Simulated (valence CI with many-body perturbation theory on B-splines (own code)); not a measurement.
# Au⁴⁵⁺: electric-dipole lines

Calculated by relativistic CI+MBPT: six valence electrons over a frozen Dirac-Fock core [Ar] 3d10, radial functions for each j: 9 s, 9 p, 8 d, 6 f, 3 g, 1 h, with the one-electron correlation potential Σ1 (screened to all orders), the two-electron term Σ2, the three-electron term Σ3, Breit, model QED; selected single and double excitations, second order for the rest, scaled by the run's own slope (own B-spline code, finite nucleus).

No measured spectrum was set against this ion. As an estimate, large intervals hold to a few tenths of a per cent, small ones and those within an open d or f shell to about a per cent. Among the levels kept, up to 660 cm⁻¹ of a level comes from second order outside the variational space, and about a tenth of that is noise between levels of different J, which matters for small intervals.

Lines 51 to 100 of 113 in falling wavelength, among levels below 2960900 cm⁻¹, chosen from the strongest by gf and those to the six lowest levels. Wavelengths and rates use the calculated energies. Electric multipoles are in the length gauge with retardation, E1 and E2 with the static RPA response of the core. Weak lines are less certain than strong ones. Lines between different terms over intervals too small for the method are left out, as are lines whose strength nearly cancels. Where a level lies close to another of its J and parity, the split of strength between their lines is uncertain. The highest levels of a list are the least certain.

Levels are named by their leading jj configuration (3d3/2^4 stands for four electrons in 3d with j = 3/2), which in mixed levels can hold well under half, so a name can repeat and another be missing. Letters in brackets count levels of one name in rising energy.

```csv
λ vac (nm),Upper,Lower,A (s⁻¹),log gf,Branch %
7.509,(4s^2 4p1/2^2 4p3/2 4d3/2) J=1,(4s^2 4p1/2^2 4p3/2^2) J=0,6.84e+09,-1.76,23.9
7.479,(4s^2 4p1/2 4p3/2^2 4d3/2) J=3 [a],(4s^2 4p1/2 4p3/2^3) J=2,2.74e+09,-1.79,10.2
7.448,(4s^2 4p1/2 4p3/2^2 4d3/2) J=1 [a],(4s^2 4p1/2 4p3/2^3) J=1,3.28e+09,-2.09,3.7
7.446,(4s^2 4p1/2 4p3/2^2 4d3/2) J=2 [a],(4s^2 4p1/2 4p3/2^3) J=1,3.96e+08,-2.78,3.8
7.429,(4s^2 4p1/2 4p3/2^2 4d3/2) J=0,(4s^2 4p1/2 4p3/2^3) J=1,2.12e+10,-1.76,99.9
7.289,(4s^2 4p1/2^2 4d3/2^2) J=2,(4s^2 4p1/2^2 4p3/2 4d3/2) J=3,1.06e+10,-1.38,27.3
7.255,(4s^2 4p1/2^2 4d3/2^2) J=2,(4s^2 4p1/2^2 4p3/2 4d3/2) J=1,1.47e+10,-1.24,37.9
7.236,(4s^2 4p1/2^2 4p3/2 4d3/2) J=2,(4s^2 4p1/2^2 4p3/2^2) J=2,1.35e+10,-1.27,100.0
7.108,(4s^2 4p1/2^2 4d3/2^2) J=2,(4s^2 4p1/2^2 4p3/2 4d3/2) J=2,1.30e+10,-1.31,33.5
7.091,(4s^2 4p1/2^2 4p3/2 4d3/2) J=1,(4s^2 4p1/2^2 4p3/2^2) J=2,2.18e+10,-1.31,76.0
7.058,(4s^2 4p1/2^2 4p3/2 4d3/2) J=3,(4s^2 4p1/2^2 4p3/2^2) J=2,1.01e+09,-2.28,100.0
7.031,(4s^2 4p1/2 4p3/2^2 4d3/2) J=2 [b],(4s^2 4p1/2 4p3/2^3) J=2,2.78e+09,-1.99,2.1
6.867,(4s^2 4p1/2^2 4d3/2^2) J=0,(4s^2 4p1/2^2 4p3/2 4d3/2) J=1,5.01e+10,-1.45,99.6
6.841,(4s^2 4p1/2 4p3/2^2 4d3/2) J=2 [b],(4s^2 4p1/2 4p3/2^3) J=1,1.67e+08,-3.23,0.1
6.672,(4s^2 4p1/2 4p3/2^2 4d3/2) J=3 [b],(4s^2 4p1/2 4p3/2^3) J=2,5.09e+07,-3.62,0.0
6.630,(4s^2 4p1/2 4p3/2^2 4d3/2) J=2 [c],(4s^2 4p1/2 4p3/2^3) J=2,1.70e+09,-2.25,0.1
6.595,(4s^2 4p1/2 4p3/2^2 4d3/2) J=1 [b],(4s^2 4p1/2 4p3/2^3) J=2,1.84e+09,-2.44,0.1
6.513,(4s^2 4p1/2 4p3/2^2 4d5/2) J=3 [a],(4s^2 4p1/2 4p3/2^3) J=2,1.03e+09,-2.34,0.4
6.462,(4s^2 4p1/2 4p3/2^2 4d3/2) J=2 [c],(4s^2 4p1/2 4p3/2^3) J=1,1.14e+09,-2.45,0.0
6.427,(4s^2 4p1/2 4p3/2^2 4d3/2) J=1 [b],(4s^2 4p1/2 4p3/2^3) J=1,7.56e+07,-3.85,0.0
6.323,(4s^2 4p1/2 4p3/2^2 4d3/2) J=1 [c],(4s^2 4p1/2 4p3/2^3) J=2,4.93e+09,-2.05,0.3
6.277,(4s^2 4p1/2 4p3/2^2 4d5/2) J=1 [a],(4s^2 4p1/2 4p3/2^3) J=2,3.94e+10,-1.16,4.6
6.170,(4s^2 4p1/2 4p3/2^2 4d3/2) J=1 [c],(4s^2 4p1/2 4p3/2^3) J=1,1.32e+10,-1.65,0.7
6.126,(4s^2 4p1/2 4p3/2^2 4d5/2) J=0,(4s^2 4p1/2 4p3/2^3) J=1,5.37e+10,-1.52,100.0
6.125,(4s^2 4p1/2 4p3/2^2 4d5/2) J=1 [a],(4s^2 4p1/2 4p3/2^3) J=1,1.15e+10,-1.71,1.3
6.084,(4s^2 4p1/2^2 4p3/2 4d5/2) J=2,(4s^2 4p1/2^2 4p3/2^2) J=2,1.16e+11,-0.49,99.8
5.987,(4s^2 4p1/2 4p3/2^2 4d5/2) J=2 [a],(4s^2 4p1/2 4p3/2^3) J=2,2.55e+09,-2.16,24.4
5.883,(4s^2 4p1/2 4p3/2^2 4d5/2) J=3 [b],(4s^2 4p1/2 4p3/2^3) J=2,1.15e+09,-2.38,82.0
5.881,(4s^2 4p1/2^2 4p3/2 4d5/2) J=1,(4s^2 4p1/2^2 4p3/2^2) J=0,2.89e+11,-0.35,77.9
5.849,(4s^2 4p1/2 4p3/2^2 4d5/2) J=2 [a],(4s^2 4p1/2 4p3/2^3) J=1,6.16e+09,-1.80,58.8
5.769,(4s^2 4p1/2 4p3/2^2 4d5/2) J=2 [b],(4s^2 4p1/2 4p3/2^3) J=2,2.45e+11,-0.21,35.6
5.729,(4s^2 4p1/2 4p3/2^2 4d5/2) J=1 [b],(4s^2 4p1/2 4p3/2^3) J=2,1.51e+11,-0.65,16.6
5.723,(4s^2 4p1/2^2 4p3/2 4d5/2) J=3,(4s^2 4p1/2^2 4p3/2^2) J=2,6.19e+11,0.33,100.0
5.641,(4s^2 4p1/2 4p3/2^2 4d5/2) J=2 [b],(4s^2 4p1/2 4p3/2^3) J=1,3.99e+11,-0.02,58.1
5.633,(4s^2 4p1/2 4p3/2^2 4d5/2) J=3 [c],(4s^2 4p1/2 4p3/2^3) J=2,8.24e+11,0.44,96.0
5.621,(4s^2 4p1/2^2 4p3/2 4d5/2) J=1,(4s^2 4p1/2^2 4p3/2^2) J=2,8.17e+10,-0.94,22.0
5.603,(4s^2 4p1/2 4p3/2^2 4d5/2) J=1 [b],(4s^2 4p1/2 4p3/2^3) J=1,6.39e+11,-0.04,70.1
5.575,(4s^2 4p1/2 4p3/2^2 4d5/2) J=2 [c],(4s^2 4p1/2 4p3/2^3) J=2,5.59e+11,0.11,43.8
5.455,(4s^2 4p1/2 4p3/2^2 4d5/2) J=2 [c],(4s^2 4p1/2 4p3/2^3) J=1,7.08e+11,0.20,55.4
4.983,(4s 4p1/2^2 4p3/2^3) J=2,(4s^2 4p1/2^2 4p3/2^2) J=2,5.66e+11,0.02,95.2
4.920,(4s 4p1/2^2 4p3/2^3) J=1,(4s^2 4p1/2^2 4p3/2^2) J=0,3.50e+11,-0.42,35.9
4.736,(4s 4p1/2^2 4p3/2^3) J=1,(4s^2 4p1/2^2 4p3/2^2) J=2,5.78e+11,-0.23,59.3
4.299,(4s^2 4p1/2 4p3/2^2 4d3/2) J=1 [a],(4s^2 4p1/2^2 4p3/2^2) J=0,2.66e+10,-1.66,29.7
4.159,(4s^2 4p1/2 4p3/2^2 4d3/2) J=1 [a],(4s^2 4p1/2^2 4p3/2^2) J=2,4.94e+10,-1.42,55.2
4.158,(4s^2 4p1/2 4p3/2^2 4d3/2) J=2 [a],(4s^2 4p1/2^2 4p3/2^2) J=2,6.93e+09,-2.05,66.4
4.101,(4s^2 4p1/2 4p3/2^2 4d3/2) J=3 [a],(4s^2 4p1/2^2 4p3/2^2) J=2,2.42e+10,-1.37,89.8
3.962,(4s^2 4p1/2 4p3/2^2 4d3/2) J=2 [b],(4s^2 4p1/2^2 4p3/2^2) J=2,1.30e+11,-0.82,97.8
3.938,(4s^2 4p1/2 4p3/2^2 4d3/2) J=1 [b],(4s^2 4p1/2^2 4p3/2^2) J=0,2.51e+10,-1.76,0.9
3.846,(4s^2 4p1/2 4p3/2^2 4d3/2) J=3 [b],(4s^2 4p1/2^2 4p3/2^2) J=2,2.18e+12,0.53,100.0
3.840,(4s^2 4p1/2 4p3/2^2 4d3/2) J=1 [c],(4s^2 4p1/2^2 4p3/2^2) J=0,1.78e+12,0.07,93.6
```

Q: How does gf follow from A for the line at 7.448 nm?

A: gf = 1.4992 × (2J+1)_upper × A / σ², with σ = 1342568 cm⁻¹ and 2J+1 = 3: gf = 0.00818.
